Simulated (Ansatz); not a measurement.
Relaxation of C2H7FGeO (12 atoms, charge 0, multiplicity 1), to a largest force component of 0.02 eV/Å in at most 40 steps.

All numbers below come from RKS B3LYP/def2-SVP (Ansatz 0.2.0).

```xyz
12
Properties=species:S:1:pos:R:3
Ge 0.000 0.000 0.000
F 0.000 0.000 1.680
C 1.848 0.000 -0.653
H 2.196 -1.046 -0.781
H 1.897 0.528 -1.628
H 2.500 0.519 0.081
O -0.834 1.444 -0.589
H -1.792 1.214 -0.812
C -0.923 -1.599 -0.653
H -1.423 -2.111 0.196
H -1.683 -1.307 -1.407
H -0.187 -2.288 -1.118
```

Q: Where does it end, and by what steps?

A: The forces met the threshold. The force dipped under the threshold on the way, but the program's further checks kept it going. After 16 steps the energy has fallen by 0.293 eV; H10 moved furthest, 0.83 Å.

```
step  energy less start (eV)  largest force component (eV/Å)  accepted
   0                  0.0000                           2.930       yes
   1                 -0.1820                           1.222       yes
   2                 -0.2421                           0.608       yes
   3                 -0.2440                           0.373       yes
   4                 -0.2672                           0.071       yes
   5                 -0.2716                           0.123       yes
   6                 -0.2666                           0.518        no
   7                 -0.2751                           0.024       yes
   8                 -0.2777                           0.145       yes
   9                 -0.2802                           0.170       yes
  10                 -0.2838                           0.159       yes
  11                 -0.2865                           0.206       yes
  12                 -0.2892                           0.141       yes
  13                 -0.2914                           0.014       yes
  14                 -0.2923                           0.030       yes
  15                 -0.2925                           0.069       yes
  16                 -0.2927                           0.018       yes
```

```xyz
12
Properties=species:S:1:pos:R:3
Ge 0.034 -0.126 -0.112
F 0.078 -0.278 1.641
C 1.853 0.083 -0.753
H 2.456 -0.797 -0.486
H 1.857 0.202 -1.847
H 2.301 0.978 -0.297
O -0.794 1.415 -0.448
H -1.679 1.466 -0.063
C -0.979 -1.670 -0.740
H -1.974 -1.692 -0.269
H -1.103 -1.628 -1.833
H -0.450 -2.599 -0.476
```

The run took 75 s on 2 threads of Arm Neoverse V2, with other jobs on the host, peak memory 0.31 GiB.
